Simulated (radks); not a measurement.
Question: These are the eigenvalues of the occupied orbitals of an atom or ion with whole-number occupations (eV). Calculated with a radial shooting solver on a logarithmic mesh with Libxc functionals: Dirac Kohn-Sham, LDA (Slater exchange, Perdew-Wang correlation), spin-unpolarised, spherical densities, point nucleus.

1s1/2: -15912.98
2s1/2: -2160.434
2p1/2: -1968.312
2p3/2: -1900.030
3s1/2: -339.0235
3p1/2: -269.2324
3p3/2: -258.7411
3d3/2: -135.7379
3d5/2: -133.9055
4s1/2: -47.3103
4p1/2: -30.0214
4p3/2: -28.8314
5s1/2: -8.5813

Which element is it, and in what charge state? The configuration may be excited. Open shells, if any, are shared by 2j + 1.

Answer: Z = 38, strontium, charge +1: Sr+ in [Kr] 5s1. The list shows which subshells hold electrons but not how many an open one holds; the 1s level, -584.79 hartree, gives Z - s = 34.2 by -(Z - s)^2/2, which with screening and relativity narrows Z to a few neighbours, and the depths of the outer levels then fix element, charge and occupations together.
